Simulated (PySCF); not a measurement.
HClO, charge +1, doublet, at a GFN2-xTB geometry (a state made from the parent by changing its charge; the spin is typed, not shown lowest), with bond 3-1 at 1.3 times its length; B3LYP/cc-pVDZ in PySCF.

Input for PySCF:
```python
from pyscf import gto, scf, dft

mol = gto.M(
    atom='''
O    -0.043832    1.021486    0.014691
H    -0.966721    1.402032    0.005034
Cl    0.113890   -1.038569   -0.013779
''',
    basis='cc-pvdz',
    charge=1,
    spin=1,
    verbose=4,
)

mf = dft.UKS(mol)
mf.xc = 'b3lyp'
mf.diis = False
mf.damp = 0.3
mf.diis_start_cycle = 200
mf.max_cycle = 150
mf.kernel()
mf.analyze()
```

It wrote (shortened):

```
PySCF version 2.14.0

[INPUT] verbose = 4
[INPUT] num. atoms = 3
[INPUT] num. electrons = 25
[INPUT] charge = 1
[INPUT] spin (= nelec alpha-beta = 2S) = 1
[INPUT] symmetry False subgroup None
[INPUT] Mole.unit = angstrom
[INPUT] Symbol           X                Y                Z      unit          X                Y                Z       unit  Magmom
[...]
nuclear repulsion = 42.4406611774438
number of shells = 13
number of NR pGTOs = 74
number of NR cGTOs = 37
basis = cc-pvdz
ecp = {}

******** <class 'pyscf.dft.uks.UKS'> ********
method = UKS
initial guess = minao
damping factor = 0.3
level_shift factor = 0
DIIS disabled
SCF conv_tol = 1e-09
SCF conv_tol_grad = None
SCF max_cycles = 150
direct_scf = True
direct_scf_tol = 1e-13
number electrons alpha = 13  beta = 12
XC library pyscf.dft.libxc version 7.1.2
    S. Lehtola, C. Steigemann, M. J. T. Oliveira, and M. A. L. Marques,  SoftwareX 7, 1–5 (2018)
XC functionals = b3lyp
    P. J. Stephens, F. J. Devlin, C. F. Chabalowski, and M. J. Frisch,  J. Phys. Chem. 98, 11623 (1994)
radial grids:
    Treutler-Ahlrichs [JCP 102, 346 (1995); DOI:10.1063/1.469408] (M4) radial grids

becke partition: Becke, JCP 88, 2547 (1988); DOI:10.1063/1.454033
pruning grids: <function nwchem_prune>
grids dens level: 3
symmetrized grids: False
atomic radii adjust function: <function treutler_atomic_radii_adjust>
small_rho_cutoff = 0
Set gradient conv threshold to 3.16228e-05
tot grids = 42776
init E= -535.824188501098

cycle= 1 E= -535.425210527482  delta_E= 0.399  |g|= 0.388  |ddm|= 1.17
cycle= 2 E= -534.873315166797  delta_E= 0.552  |g|= 0.989  |ddm|= 1.01
cycle= 3 E= -533.986515477203  delta_E= 0.887  |g|= 1.65  |ddm|= 1.69
cycle= 4 E= -533.053557074491  delta_E= 0.933  |g|= 1.92  |ddm|= 2.24
cycle= 5 E= -529.591107682368  delta_E= 3.46  |g|= 2.58  |ddm|= 3.18
cycle= 6 E= -522.762579444901  delta_E= 6.83  |g|= 3.18  |ddm|= 5.83
cycle= 7 E= -522.421083449253  delta_E= 0.341  |g|= 3.64  |ddm|= 6.54
cycle= 8 E= -514.032798738064  delta_E= 8.39  |g|= 3.81  |ddm|= 5.49
cycle= 9 E= -514.749203900667  delta_E= -0.716  |g|= 3.42  |ddm|= 6.29
cycle= 10 E= -511.832570099092  delta_E= 2.92  |g|= 3.11  |ddm|= 6.18
cycle= 11 E= -514.807256153211  delta_E= -2.97  |g|=  3.4  |ddm|= 6.11
cycle= 12 E= -511.845944597298  delta_E= 2.96  |g|= 3.11  |ddm|=  6.1
cycle= 13 E= -514.803925291014  delta_E= -2.96  |g|=  3.4  |ddm|=  6.1
cycle= 14 E= -511.845013550977  delta_E= 2.96  |g|= 3.11  |ddm|=  6.1
cycle= 15 E= -514.803683926073  delta_E= -2.96  |g|=  3.4  |ddm|=  6.1
cycle= 16 E= -511.844773978141  delta_E= 2.96  |g|= 3.11  |ddm|=  6.1
cycle= 17 E= -514.803606683599  delta_E= -2.96  |g|=  3.4  |ddm|=  6.1
cycle= 18 E= -511.844781755269  delta_E= 2.96  |g|= 3.11  |ddm|=  6.1
cycle= 19 E= -514.80357864394  delta_E= -2.96  |g|=  3.4  |ddm|=  6.1
cycle= 20 E= -511.844861716166  delta_E= 2.96  |g|= 3.11  |ddm|=  6.1
cycle= 21 E= -514.803579818867  delta_E= -2.96  |g|=  3.4  |ddm|=  6.1
cycle= 22 E= -511.844985318407  delta_E= 2.96  |g|= 3.11  |ddm|=  6.1
cycle= 23 E= -514.803598318927  delta_E= -2.96  |g|=  3.4  |ddm|=  6.1
cycle= 24 E= -511.845142565678  delta_E= 2.96  |g|= 3.11  |ddm|=  6.1
cycle= 25 E= -514.803628977439  delta_E= -2.96  |g|=  3.4  |ddm|=  6.1
cycle= 26 E= -511.845328963318  delta_E= 2.96  |g|= 3.11  |ddm|=  6.1
cycle= 27 E= -514.803669100821  delta_E= -2.96  |g|=  3.4  |ddm|=  6.1
cycle= 28 E= -511.845542080158  delta_E= 2.96  |g|= 3.11  |ddm|=  6.1
cycle= 29 E= -514.803717109471  delta_E= -2.96  |g|=  3.4  |ddm|=  6.1
cycle= 30 E= -511.845780357935  delta_E= 2.96  |g|= 3.11  |ddm|=  6.1
cycle= 31 E= -514.803771975335  delta_E= -2.96  |g|=  3.4  |ddm|=  6.1
cycle= 32 E= -511.846042572195  delta_E= 2.96  |g|= 3.11  |ddm|=  6.1
cycle= 33 E= -514.80383294019  delta_E= -2.96  |g|=  3.4  |ddm|=  6.1
cycle= 34 E= -511.846327564216  delta_E= 2.96  |g|= 3.11  |ddm|=  6.1
cycle= 35 E= -514.803899361495  delta_E= -2.96  |g|=  3.4  |ddm|=  6.1
[...]
cycle= 135 E= -514.806130616211  delta_E= -2.95  |g|=  3.4  |ddm|=  6.1
cycle= 136 E= -511.858466043829  delta_E= 2.95  |g|= 3.11  |ddm|=  6.1
cycle= 137 E= -514.806135456683  delta_E= -2.95  |g|=  3.4  |ddm|=  6.1
cycle= 138 E= -511.858496733045  delta_E= 2.95  |g|= 3.11  |ddm|=  6.1
cycle= 139 E= -514.80613987464  delta_E= -2.95  |g|=  3.4  |ddm|=  6.1
cycle= 140 E= -511.858524765242  delta_E= 2.95  |g|= 3.11  |ddm|=  6.1
cycle= 141 E= -514.806143906056  delta_E= -2.95  |g|=  3.4  |ddm|=  6.1
cycle= 142 E= -511.858550363372  delta_E= 2.95  |g|= 3.11  |ddm|=  6.1
cycle= 143 E= -514.806147583986  delta_E= -2.95  |g|=  3.4  |ddm|=  6.1
cycle= 144 E= -511.858573732828  delta_E= 2.95  |g|= 3.11  |ddm|=  6.1
cycle= 145 E= -514.806150938771  delta_E= -2.95  |g|=  3.4  |ddm|=  6.1
cycle= 146 E= -511.858595062622  delta_E= 2.95  |g|= 3.11  |ddm|=  6.1
cycle= 147 E= -514.80615399825  delta_E= -2.95  |g|=  3.4  |ddm|=  6.1
cycle= 148 E= -511.858614526528  delta_E= 2.95  |g|= 3.11  |ddm|=  6.1
cycle= 149 E= -514.806156787941  delta_E= -2.95  |g|=  3.4  |ddm|=  6.1
cycle= 150 E= -511.858632284161  delta_E= 2.95  |g|= 3.11  |ddm|=  6.1
SCF not converged.
SCF energy = -511.858632284161 after 150 cycles  <S^2> = 0.84323347  2S+1 = 2.0911561
**** SCF Summaries ****
Total Energy =                        -511.858632284160592
Nuclear Repulsion Energy =              42.440661177443836
One-electron Energy =                 -827.603166666586276
Two-electron Energy =                  273.303873204981869
Two-electron Coulomb Energy =          311.108473620439554
DFT Exchange-Correlation Energy =      -37.804600415457656
**** MO energy ****
                             alpha | beta                alpha | beta
[...]
To work with the spin densities directly, `use mulliken_meta_spin()` only printing them here.

 ** Mulliken spin pop alpha/beta on meta-lowdin orthogonal AOs **
 ** Mulliken Spin Density (per AO)  **
spin_pop of  0 O 1s       -0.00001
spin_pop of  0 O 2s        0.00295
spin_pop of  0 O 3s        0.00036
spin_pop of  0 O 2px      -0.00032
spin_pop of  0 O 2py       0.00188
spin_pop of  0 O 2pz       0.00002
spin_pop of  0 O 3px      -0.00036
spin_pop of  0 O 3py       0.00031
spin_pop of  0 O 3pz      -0.00005
spin_pop of  0 O 3dxy     -0.00001
spin_pop of  0 O 3dyz      0.00000
spin_pop of  0 O 3dz^2    -0.00001
spin_pop of  0 O 3dxz      0.00000
spin_pop of  0 O 3dx2-y2    0.00003
spin_pop of  1 H 1s        0.00058
spin_pop of  1 H 2s        0.00020
spin_pop of  1 H 2px      -0.00002
spin_pop of  1 H 2py      -0.00001
spin_pop of  1 H 2pz       0.00000
spin_pop of  2 Cl 1s       -0.00000
spin_pop of  2 Cl 2s       -0.00000
spin_pop of  2 Cl 3s        0.00017
spin_pop of  2 Cl 4s       -0.00008
spin_pop of  2 Cl 2px       0.00000
spin_pop of  2 Cl 2py      -0.00000
spin_pop of  2 Cl 2pz       0.00000
spin_pop of  2 Cl 3px      -0.00082
spin_pop of  2 Cl 3py       0.00046
spin_pop of  2 Cl 3pz       0.00048
spin_pop of  2 Cl 4px       0.00053
spin_pop of  2 Cl 4py      -0.00337
spin_pop of  2 Cl 4pz      -0.00120
spin_pop of  2 Cl 3dxy     -0.06525
spin_pop of  2 Cl 3dyz      0.01481
spin_pop of  2 Cl 3dz^2     0.02493
spin_pop of  2 Cl 3dxz      0.97984
spin_pop of  2 Cl 3dx2-y2    0.04394
 ** Mulliken Spin Density (per atom)  **
spin density of  0 O =      0.00479
spin density of  1 H =      0.00076
spin density of  2 Cl =      0.99445
 ** Mulliken pop alpha/beta on meta-lowdin orthogonal AOs **
 ** Mulliken pop       alpha | beta **
[...]
In total            13.00000 | 12.00000
 ** Mulliken atomic charges   ( Nelec_alpha | Nelec_beta ) **
charge of  0O =      5.70775  (     1.14852      1.14373 )
charge of  1H =      0.98532  (     0.00772      0.00696 )
charge of  2Cl =     -5.69307  (    11.84376     10.84931 )

WARN: System has nonzero charge 1; the dipole moment is origin-dependent.
Location of origin: [0. 0. 0.]

Dipole moment(X, Y, Z, Debye): -9.34034, 66.77458,  0.85216
```

The run did not converge; its last values are not results.
